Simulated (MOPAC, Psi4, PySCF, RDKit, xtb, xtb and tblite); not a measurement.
Two geometries of SMILES O(C)[SiH2][SiH2]O[SiH3] (CH10O2Si3), relaxed at GFN2-xTB with one dihedral held; other torsions can differ between them too.

Structure A

```
16

C      3.4991     0.1022     0.3928
O      2.1567    -0.1424     0.6775
Si     0.8477     0.3902    -0.1270
Si    -0.8829    -0.6435     0.9505
O     -1.4252     0.2758     2.1772
Si    -1.5355     1.4768     3.2523
H      3.7249     1.1680     0.4732
H      3.7459    -0.2283    -0.6188
H      4.1070    -0.4497     1.1107
H      0.8637     1.8680    -0.1557
H      0.9681     0.0306    -1.5541
H     -0.6492    -1.9494     1.5789
H     -2.0495    -0.7664     0.0665
H     -2.5554     1.0433     4.2036
H     -1.9284     2.6827     2.5228
H     -0.2279     1.6459     3.8863
```

Structure B

```
16

C      3.4486     0.0372     0.4996
O      2.0871    -0.2031     0.6781
Si     0.8105     0.4149    -0.1196
Si    -0.9450    -0.6235     0.9201
O     -0.4924    -1.3098     2.3228
Si     0.6523    -1.7826     3.3667
H      3.6809     1.0929     0.6587
H      3.7613    -0.2378    -0.5107
H      3.9979    -0.5655     1.2240
H      0.8602     1.8885    -0.0483
H      0.9542     0.1422    -1.5626
H     -1.5534    -1.7250     0.1643
H     -2.0108     0.3017     1.3206
H     -0.1087    -2.4280     4.4337
H      1.3676    -0.5978     3.8384
H      1.5521    -2.7148     2.6898
```

### Question
Which is lower in energy at the level B3LYP-D3(BJ)/def2-SVP // GFN2-xTB in Psi4, and by how much?

### Answer
B is lower, by 11.63 kJ/mol (dihedral O2–Si3–Si4–O5: 90° in A, 15° in B).

E(B) − E(A) in kJ/mol at the other levels, on the same two geometries: GFN2-xTB (xtb and tblite) 2.09; MMFF94 // GFN2-xTB (RDKit) -8.63; B3LYP/def2-SVP // GFN2-xTB (Psi4) -7.85; PBE/def2-SVP // GFN2-xTB (Psi4) -8.71; PBE-D3(BJ)/def2-SVP // GFN2-xTB (Psi4) -10.91; UFF // GFN2-xTB (RDKit) -40.18; PM3, restricted, heats of formation // GFN2-xTB (MOPAC) -0.28; PM7, restricted, heats of formation // GFN2-xTB (MOPAC) 0.70; GFN1-xTB // GFN2-xTB (xtb) -0.82; restricted B3LYP/6-31G*, spherical d, density fitting // GFN2-xTB (PySCF) -5.36; restricted Hartree-Fock/STO-3G // GFN2-xTB (PySCF) -13.22; restricted B3LYP/LANL2DZ, with its core potentials past Ne // GFN2-xTB (PySCF) -3.61; restricted Hartree-Fock/6-31G*, spherical d, density fitting // GFN2-xTB (PySCF) -5.28.
